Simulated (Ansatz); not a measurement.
Start from `[NH2][Ge][F]` and change one atom or group to get `[NH2][GeH]`.

Ansatz, PBE0-D4/def2-TZVP geometries, multiplicity 1. Each molecule was computed in one conformer, which needn't be the lowest.

Scalar relativity is left out up to krypton.

```tsv
property	`[NH2][Ge][F]`
HOMO–LUMO gap (ωB97M-V/def2-TZVPP) / eV	10.43
LUMO energy (B3LYP/def2-TZVPP) / eV	-1.72
size of the dipole moment (B3LYP/def2-TZVPP) / D	2.58
HOMO–LUMO gap (B3LYP/def2-TZVPP) / eV	5.84
HOMO energy (PBE0/def2-TZVPP) / eV	-7.72
HOMO–LUMO gap (PBE/def2-TZVPP) / eV	4.28
```

(1) Give the same properties after the change, and the shifts. (Estimate.)

## Answers

(1) The calculation gave: 
```json
{"property": "HOMO–LUMO gap (ωB97M-V/def2-TZVPP) / eV", "`[NH2][GeH]`": "9.05", "shift": "-1.38"}
{"property": "LUMO energy (B3LYP/def2-TZVPP) / eV", "`[NH2][GeH]`": "-1.85", "shift": "-0.13"}
{"property": "size of the dipole moment (B3LYP/def2-TZVPP) / D", "`[NH2][GeH]`": "1.49", "shift": "-1.09"}
{"property": "HOMO–LUMO gap (B3LYP/def2-TZVPP) / eV", "`[NH2][GeH]`": "4.54", "shift": "-1.30"}
{"property": "HOMO energy (PBE0/def2-TZVPP) / eV", "`[NH2][GeH]`": "-6.55", "shift": "1.17"}
{"property": "HOMO–LUMO gap (PBE/def2-TZVPP) / eV", "`[NH2][GeH]`": "3.04", "shift": "-1.24"}
```

With PBE0 the HOMO rises by 1.17 eV and the LUMO falls by 0.14 eV, so the gap narrows by about 1.31 eV. PBE moves the HOMO by 1.05 eV and ωB97M-V by 1.24 eV. Dipoles are sizes alone; their direction can turn.

B3LYP here is the variant with VWN-RPA as its local correlation; programs differ in this.
